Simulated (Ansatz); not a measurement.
Consider the substitution at a C–Si bond: `C=C[Si](N)(F)Cl` + `O[SiH2][SeH]` → `C=C[Se][SiH2]O` + `N[SiH](F)Cl`.

Program: Ansatz. Geometries: PBE0-D4/def2-TZVP. ΔE: electronic, gas phase. CCSD(T)/CBS adds triple-zeta CCSD(T) − MP2 to the extrapolated MP2 energy (def2 sets, frozen cores). DFT in def2-TZVPP. B3LYP here is the variant with VWN-RPA as its local correlation; programs differ in this. For Se outer-core shells are correlated without core-valence functions, which leaves a few kJ/mol of doubt a bond. Scalar relativity is left out up to krypton. Each species was taken in one conformer, which may not be the lowest.

(1) Is it downhill or uphill in electronic energy at CCSD(T)/CBS, and by how much? (Estimate.)

(2) What do these levels give: PBE-D4, B3LYP-D4, r2SCAN, PBE0, B3LYP, MP2/CBS(def2)? (Best estimate.)

Largest T1 diagnostic among the species: 0.011.

Answers

(1) Ansatz gave: Uphill: ΔE = +45.4 kJ/mol.

(2) Computed: PBE-D4 40.5, B3LYP-D4 44.6, r2SCAN 45.5, PBE0 45.8, B3LYP 45.7, MP2/CBS(def2) 40.7 kJ/mol.

In def2-TZVPP, CCSD(T) changes the Hartree–Fock value by −11.6 kJ/mol (the triples alone add −2.7 kJ/mol) and MP2 by −16.3 kJ/mol. From PBE to PBE0 (25 % exact exchange), in def2-TZVPP and without D4, ΔE moves by +4.8 kJ/mol.
